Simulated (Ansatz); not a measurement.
C2H2Cl2, charge +1, doublet, at a GFN2-xTB geometry (a state made from the parent by changing its charge; the spin is typed, not shown lowest); WB97X/cc-pVDZ in Ansatz (a quantum-chemistry and plane-wave program).

Input for Ansatz:
Ansatz 0.2 input:
```yaml
crystal:
  periodic: [false, false, false]
  atoms:
    - {symbol: Cl, position_ang: [2.07534641, 0.35490021, 0.01824010]}
    - {symbol: C, position_ang: [0.58309707, -0.36698332, -0.00102571]}
    - {symbol: C, position_ang: [-0.58309707, 0.36698332, 0.00102571]}
    - {symbol: Cl, position_ang: [-2.07534641, -0.35490021, -0.01824010]}
    - {symbol: H, position_ang: [0.55808438, -1.45509337, -0.01552916]}
    - {symbol: H, position_ang: [-0.55808438, 1.45509337, 0.01552916]}
basis:
  gaussian:
    orbitals: cc-pVDZ
hamiltonian:
  xc: {name: wB97X}
total_charge: 1
magnetization: {spin_polarized: true, initial_magnetization: 1}
```

The log (banner, timings and long lists left out):

```
Functional definition: wB97X
740 factors; integrals over basis functions are off by at most 1.2e-3 eV
198 factors; integrals over basis functions are off by at most 5.5e-6 eV
mean field evaluation 1: about -27140.0893 eV, gradient 1.4e1 eV
mean field evaluation 2: about -27140.6252 eV, gradient 1.0e1 eV
mean field evaluation 4: about -27141.1474 eV, gradient 5.1e-1 eV
mean field evaluation 8: about -27141.2855 eV, gradient 8.3e-2 eV
mean field evaluation 16: about -27141.2857 eV, gradient 8.6e-5 eV
mean field -27141.28569080 eV, -997.4238521125 hartree, gradient 8.5e-5 eV, S^2 0.756079; 0 other end points of the search recorded, 0 dependent functions left out
reference -27141.28567085 eV, -997.4238513794 hartree; 24, 23 occupied and 50, 51 virtual orbitals, 740 factors
Total energy: -27141.28567085 eV, -997.4238513794 hartree
```
